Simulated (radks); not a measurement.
Spherical jellium clusters: N electrons in a uniform positive sphere of charge N and radius rs N^(1/3), rs = 2.34 bohr. Method: non-relativistic Kohn-Sham, LDA (Slater exchange, Perdew-Wang correlation), spin-polarised, spherical densities; computed with a radial shooting solver with Libxc functionals. Levels are named by radial order and angular momentum (1s, 1p, 1d, 2s, ...), and open shells are averaged over m.

N = 6, configuration 1s2 1p(up 3, down 1). This is the lowest configuration that the search found. Occupied and some empty levels:

level    occupation  eigenvalue (eV)  <r> (bohr)
1s up             1          -8.2643       3.010
1s down           1          -7.5158       3.014
1p up             3          -4.4308       4.035
1p down           1          -3.7193       4.153
2s up             0          -1.1839       6.629
2s down           0         -0.93274       7.133
1d up             0         -0.81314       5.795
1d down           0         -0.38173       6.507

Energy (eV): total -4.10470, kinetic 24.495, external -254.87, Hartree 118.88, exchange-correlation -30.842, background 138.23.

Electron density:

r (bohr)  n(r) (e/bohr^3)
0.361             0.01743
0.762             0.01805
1.16              0.01881
1.57              0.01934
1.97              0.01925
2.37              0.01828
2.77              0.01638
3.17              0.01375
3.57              0.01079
3.98             0.007913
4.38             0.005470
4.78             0.003625
5.18             0.002329
5.58             0.001467
5.98            0.0009111
6.39            0.0005592
6.79            0.0003406
7.19            0.0002065
7.59            0.0001245
7.99           0.00007485
